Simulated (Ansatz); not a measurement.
Born–Oppenheimer molecular dynamics of AlCl2HO (5 atoms, charge 0, multiplicity 1). It starts from a relaxed structure.

Computed with RKS B3LYP/def2-SVP in Ansatz 0.2.0.

* ensemble: NVT, Nosé–Hoover chain
* time step: 1 fs
* steps asked: 300
* set temperature: 300 K
* thermostat: time constant 20 fs, chain length 1
* seed: 564548

Frames 2 fs apart, positions in Å.

Velocities at 210 fs (Å/ps):

```
Al -0.12 -2.44 1.43
O -2.20 -1.26 -2.30
H 24.34 34.53 10.95
Cl 1.50 0.95 -0.17
Cl -1.11 0.49 -0.19
```

```xyz
5
Properties=species:S:1:pos:R:3 time_fs=210 energy_less_start_eV=0.325 T=333
Al -0.054 -0.009 -0.147
O -0.033 -0.152 1.607
H -0.676 0.048 2.290
Cl 1.775 0.040 -0.958
Cl -1.791 -0.018 -1.105
5
Properties=species:S:1:pos:R:3 time_fs=212 energy_less_start_eV=0.291 T=388
Al -0.054 -0.014 -0.142
O -0.036 -0.154 1.600
H -0.631 0.115 2.308
Cl 1.779 0.042 -0.959
Cl -1.794 -0.018 -1.106
5
Properties=species:S:1:pos:R:3 time_fs=214 energy_less_start_eV=0.235 T=493
Al -0.054 -0.019 -0.131
O -0.040 -0.156 1.591
H -0.590 0.176 2.314
Cl 1.784 0.043 -0.960
Cl -1.799 -0.017 -1.109
5
Properties=species:S:1:pos:R:3 time_fs=216 energy_less_start_eV=0.174 T=595
Al -0.053 -0.025 -0.117
O -0.043 -0.157 1.581
H -0.548 0.226 2.305
Cl 1.790 0.045 -0.963
Cl -1.806 -0.015 -1.112
5
Properties=species:S:1:pos:R:3 time_fs=218 energy_less_start_eV=0.134 T=624
Al -0.052 -0.029 -0.100
O -0.047 -0.157 1.570
H -0.510 0.268 2.288
Cl 1.798 0.047 -0.966
Cl -1.814 -0.015 -1.116
5
Properties=species:S:1:pos:R:3 time_fs=220 energy_less_start_eV=0.125 T=562
Al -0.050 -0.034 -0.083
O -0.049 -0.157 1.561
H -0.482 0.306 2.277
Cl 1.805 0.049 -0.970
Cl -1.822 -0.014 -1.121
5
Properties=species:S:1:pos:R:3 time_fs=222 energy_less_start_eV=0.144 T=436
Al -0.049 -0.039 -0.068
O -0.051 -0.157 1.555
H -0.460 0.338 2.270
Cl 1.812 0.050 -0.973
Cl -1.830 -0.013 -1.126
5
Properties=species:S:1:pos:R:3 time_fs=224 energy_less_start_eV=0.168 T=311
Al -0.047 -0.043 -0.055
O -0.053 -0.157 1.554
H -0.440 0.358 2.263
Cl 1.819 0.051 -0.977
Cl -1.838 -0.012 -1.131
5
Properties=species:S:1:pos:R:3 time_fs=226 energy_less_start_eV=0.180 T=236
Al -0.046 -0.046 -0.047
O -0.055 -0.156 1.559
H -0.424 0.370 2.261
Cl 1.826 0.053 -0.981
Cl -1.845 -0.011 -1.136
5
Properties=species:S:1:pos:R:3 time_fs=228 energy_less_start_eV=0.169 T=226
Al -0.044 -0.049 -0.043
O -0.056 -0.156 1.569
H -0.417 0.380 2.272
Cl 1.832 0.054 -0.985
Cl -1.852 -0.010 -1.140
5
Properties=species:S:1:pos:R:3 time_fs=230 energy_less_start_eV=0.144 T=253
Al -0.043 -0.052 -0.042
O -0.058 -0.155 1.583
H -0.414 0.387 2.291
Cl 1.837 0.055 -0.988
Cl -1.858 -0.009 -1.144
5
Properties=species:S:1:pos:R:3 time_fs=232 energy_less_start_eV=0.119 T=276
Al -0.042 -0.054 -0.045
O -0.059 -0.155 1.601
H -0.413 0.385 2.310
Cl 1.842 0.055 -0.991
Cl -1.863 -0.009 -1.148
```

Of the whole run (300 fs, mean temperature of the second half 294 K): The conserved energy stayed within 0.36 meV per atom of its start (net change 0.12 meV per atom), so the integration is sound. A run of 0.3 ps of so small a system gives no equilibrium averages.

Run time: 11 min on 1 thread of Arm Neoverse V1, with other jobs on the host, peak memory 0.14 GiB.
